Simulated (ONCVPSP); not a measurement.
# Before and after: ONCV potential for zirconium (Zr)

- Element: zirconium (Zr)
- Generator: ONCVPSP 4.0.1
- Type: optimised norm-conserving Vanderbilt (ONCV)
- Functional: PBE
- Relativity: scalar-relativistic
- Frozen core: [Ar] 3d10 4s2
- Valence charge: 10
- Reference configuration: 4p6 4d2 5s2
- Partial waves: 5s: rc 2.75 bohr, ncon 3, nbas 8, qcut 2.3 1/bohr, 2 projectors, debl 3 Ha; 4p: rc 1.55 bohr, ncon 4, nbas 7, qcut 5.4 1/bohr, 2 projectors, debl 2.8 Ha; 4d: rc 2.90 bohr, ncon 4, nbas 8, qcut 6.3 1/bohr, 2 projectors, debl 2.1 Ha
- Local potential: polynomial inside 1.00 bohr (lpopt 5, dvloc0 0 Ha)
- Core correction: none

Change: s: qcut 1.8.

Cutoffs: the cutoffs (Ha) at which the residual kinetic energy of the hardest occupied pseudo-wave falls to 1 and 0.1 mHa per electron; they do not see the model core or the augmentation charge, which bear on the density cutoff. Errors are all-electron minus pseudo energies relative to the spin-unpolarised reference configuration.

Problem. What does the change do?

Solution. The potential gets neither clearly harder nor softer (25 Ha and 57 Ha → 25 Ha and 57 Ha); both files keep a bound ghost (s); of the 4 tests that both files solve, the error grows in 0 and shrinks in 4 by more than 15 % and 0.3 meV (median size 10.7 → 7.0 meV).

```tsv
quantity	base	changed
cutoff, loose	25 Ha	25 Ha
cutoff, tight	57 Ha	57 Ha
loose cutoff by channel	s 2.2 Ha, p 25 Ha, d 11 Ha	s 3.3 Ha, p 25 Ha, d 11 Ha
bound ghosts	s	s
GHOST(+) flags under 300 eV	s at 78.8 eV	s at 79.4 eV
error for 4p6 4d2 5s1, meV [ΔE 7.14 eV]	-3.2	-1.4
error for 4p6 4d2 5s0, meV [ΔE 20.08 eV]	-6.6	-1.8
error for 4p6 4d1 5s0, meV [ΔE 42.70 eV]	+130	+104
error for 4p6 4d2 5s0 5p2, meV [ΔE 6.21 eV]	-15	-12
s: phases at 2.79 bohr within 0.05 rad from the reference energy up to (Ha; the scan ends near 5)	2.4	2.9
p: phases at 1.57 bohr within 0.05 rad from the reference energy up to (Ha; the scan ends near 5)	4.5	4.5
d: phases at 2.95 bohr within 0.05 rad from the reference energy up to (Ha; the scan ends near 5)	3.6	3.6
```

 A true bound ghost makes a file unfit for plane-wave use even where its test errors are small: the radial tests pick states by their node count and pass the ghost by.
